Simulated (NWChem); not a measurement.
System: SnH$_{2}$S$_{2}$, singlet; SMILES [SH][Sn][SH]

```xyz
5

Sn     0.0000     0.0000     0.6684
S      1.7589     0.0000    -1.0370
H      2.7503     0.0000    -0.1176
S     -1.7589     0.0000    -1.0370
H     -2.7503     0.0000    -0.1176
```
Atoms are numbered in this order, from 1.

Computed with NWChem. Low-valent species are run as closed-shell singlets; no triplet was tried in these runs. Geometry: optimised at PBE0/def2-SVP. def2 effective core potentials on Sn; no spin-orbit coupling. B3LYP is NWChem's, with the RPA form of VWN correlation. Total energies compare along this basis series because the functional is fixed.

```tsv
level	basis functions	energy (Ha)	highest occupied level (eV)	orbital gap (eV)	dipole (D)	relative time
B3LYP/def2-SVP	72	-1011.8141	-6.76	4.22	3.00	1
B3LYP/def2-SVPD	102	-1011.8304	-7.01	4.23	3.10	2
B3LYP/def2-TZVP	136	-1012.1033	-6.92	4.21	3.15	3
B3LYP/def2-TZVPP	162	-1012.1049	-6.92	4.21	3.11	5
```

The last column is a rough cost ratio, cheapest run = 1.
